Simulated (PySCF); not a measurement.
B3LYP has the VWN-RPA correlation part, as in Gaussian. 

```xyz
6

N     -0.8480    -0.0673     0.0869
Si     0.8155    -0.0329    -0.3897
H     -1.3165    -0.9464     0.2462
H     -1.4916     0.6274    -0.2602
H      1.5492    -0.9493     0.5290
H      1.2913     1.3685    -0.2121
```

Charge 0, multiplicity 2.

Problem. Give the Mulliken and meta-Löwdin atomic charges from B3LYP-D3(BJ)/def2-TZVP (PySCF).

Solution. 
| atom | Mulliken (e) | meta-Löwdin (e) |
|---|---|---|
| N1 | -0.56 | -0.69 |
| Si2 | 0.21 | 0.41 |
| H3 | 0.23 | 0.24 |
| H4 | 0.23 | 0.24 |
| H5 | -0.05 | -0.10 |
| H6 | -0.05 | -0.10 |
